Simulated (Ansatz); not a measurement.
Relaxation of CH$_{7}$AlS$_{2}$Si$_{2}$ (13 atoms, charge 0, multiplicity 1), to a largest force component of 0.015 eV/Å in at most 40 steps.

Method: RKS BHLYP/def2-SVP (Ansatz).

```xyz
13
Properties=species:S:1:pos:R:3:forces:R:3
Si -1.264 -2.037 -1.210 -1.10 0.87 -0.21
Al 0.071 -0.599 0.075 1.13 0.86 0.51
Si 1.955 0.768 0.519 0.39 -0.51 -2.40
C 0.509 0.574 1.652 0.28 -1.95 0.14
S 0.970 -0.486 3.089 -1.30 0.97 -0.16
S -1.022 -0.661 3.799 0.35 -2.44 -0.97
H -0.644 -2.247 -2.516 0.19 -0.25 -0.28
H -2.568 -1.311 -1.444 0.26 -0.33 0.00
H -1.520 -3.248 -0.474 -0.19 -0.90 0.22
H 1.914 1.920 -0.439 0.39 -0.03 0.64
H 3.151 -0.104 0.612 0.13 0.64 0.46
H -0.083 1.420 1.858 -0.49 1.27 0.82
H -1.239 -1.894 3.082 -0.05 1.80 1.21
```

Q: Where does it end, and by what steps?

A: The run converged. After 14 steps the energy has fallen by 1.371 eV; S6 moved furthest, 0.94 Å. Joined: Al2–S5.

```json
{"step": "0", "energy less start (eV)": "0.0000", "largest force component (eV/Å)": "2.445", "accepted": "yes"}
{"step": "1", "energy less start (eV)": "-0.8342", "largest force component (eV/Å)": "1.032", "accepted": "yes"}
{"step": "2", "energy less start (eV)": "-1.0316", "largest force component (eV/Å)": "1.416", "accepted": "yes"}
{"step": "3", "energy less start (eV)": "-1.1164", "largest force component (eV/Å)": "0.493", "accepted": "yes"}
{"step": "4", "energy less start (eV)": "-1.1614", "largest force component (eV/Å)": "0.452", "accepted": "yes"}
{"step": "5", "energy less start (eV)": "-1.2248", "largest force component (eV/Å)": "0.456", "accepted": "yes"}
{"step": "6", "energy less start (eV)": "-1.2906", "largest force component (eV/Å)": "0.373", "accepted": "yes"}
{"step": "7", "energy less start (eV)": "-1.3444", "largest force component (eV/Å)": "0.180", "accepted": "yes"}
{"step": "8", "energy less start (eV)": "-1.3409", "largest force component (eV/Å)": "0.501", "accepted": "no"}
{"step": "9", "energy less start (eV)": "-1.3660", "largest force component (eV/Å)": "0.054", "accepted": "yes"}
{"step": "10", "energy less start (eV)": "-1.3691", "largest force component (eV/Å)": "0.088", "accepted": "yes"}
{"step": "11", "energy less start (eV)": "-1.3707", "largest force component (eV/Å)": "0.051", "accepted": "yes"}
{"step": "12", "energy less start (eV)": "-1.3709", "largest force component (eV/Å)": "0.021", "accepted": "yes"}
{"step": "13", "energy less start (eV)": "-1.3709", "largest force component (eV/Å)": "0.074", "accepted": "yes"}
{"step": "14", "energy less start (eV)": "-1.3712", "largest force component (eV/Å)": "0.007", "accepted": "yes"}
```

```xyz
13
Properties=species:S:1:pos:R:3
Si -1.400 -2.036 -0.855
Al 0.348 -0.607 0.072
Si 2.197 0.761 0.396
C 0.583 0.787 1.452
S 0.671 -0.639 2.557
S -1.352 -1.096 3.032
H -1.030 -2.536 -2.202
H -2.692 -1.315 -0.960
H -1.598 -3.215 0.030
H 2.231 2.032 -0.367
H 3.492 0.574 1.097
H 0.176 1.680 1.921
H -1.398 -2.294 2.429
```

Whether the end is a true minimum wasn't checked by a vibrational analysis.

Time of the run: 79 s on 2 threads of Arm Neoverse V2, with other jobs on the host, peak memory 0.39 GiB.
